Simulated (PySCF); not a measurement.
Telling isomers of C7H12BF apart by NMR

[PySCF 2.14.0 with density-fitted response routines: geometry from PBE0-D3(BJ)/def2-SVP; NMR shieldings at PBE0/pcSseg-1/GIAO; isolated molecule; one averaged value for each set of equivalent atoms; relativity neglected; one computed conformer]

Shifts are taken against calculated references (same method and geometry level): 1H (31.27 ppm), 13C (184.41 ppm) against TMS. Splittings of carbon signals by F and P are missing where no couplings were computed. Where no couplings were computed, multiplicities follow the n + 1 count of equivalent neighbours, and m marks all less simple cases (inequivalent or close neighbours, rings, F or P nearby). Couplings to H on boron are left out. Carbons bonded to boron are broad in practice. Shifts are as computed. Against solution values, carbons near 30 ppm lie about +2 ppm off and those near 130 ppm about +5 ppm. Of 1211 compounds with measured shifts, 218 miss one by over three times the rms of a fit or turn the order of signals round; such compounds aren't used in these exercises.

(1) Tabulate the signals of `C=C1C[C@@H](B(C)C)[C@H]1F`, `F/C=C\[C@@H]1CBCCC1` and their relative energies.

(2) What is the quickest way to tell C=C1C[C@@H](B(C)C)[C@H]1F from F/C=C\[C@@H]1CBCCC1?

Results:

(1) 
```json
{"SMILES": "C=C1C[C@@H](B(C)C)[C@H]1F", "carbon types": "1×C 2×CH 2×CH2 2×CH3", "δC": "159.4, 115.6, 92.4, 38.9, 27.8, 16.8", "δH": "5.64 (m, 1H), 5.44 (m, 1H), 5.37 (m, 1H), 2.50 (m, 1H), 2.49 (m, 1H), 2.30 (m, 1H), 1.00 (s, 6H)", "E rel. (kcal/mol)": "8.1"}
{"SMILES": "F/C=C\\[C@@H]1CBCCC1", "carbon types": "3×CH 4×CH2", "δC": "153.9, 126.6, 38.1, 36.1, 30.8, 29.9, 25.0", "δH": "7.62 (br, 1H), 6.59 (m, 1H), 4.62 (m, 1H), 2.71 (m, 1H), 2.10 (m, 1H), 2.10 (m, 1H), 1.83 (m, 1H), 1.60 (m, 1H), 1.51 (m, 1H), 1.02 (m, 1H), 0.75 (m, 1H), 0.55 (m, 1H)", "E rel. (kcal/mol)": "0.0"}
```

Energies are electronic energies at PBE0/pcSseg-1 on these geometries, without zero-point or thermal terms, each for the one conformer computed, which needn't be the lowest.

(2) Count the carbon signals: 6 against 7. The first has a fully substituted alkene carbon (C) at 159.4 ppm, the second an alkene CH at 153.9 ppm. In the proton spectra the most deshielded non-exchanging signals are 5.64 (m, 1H) and 7.62 (br, 1H).
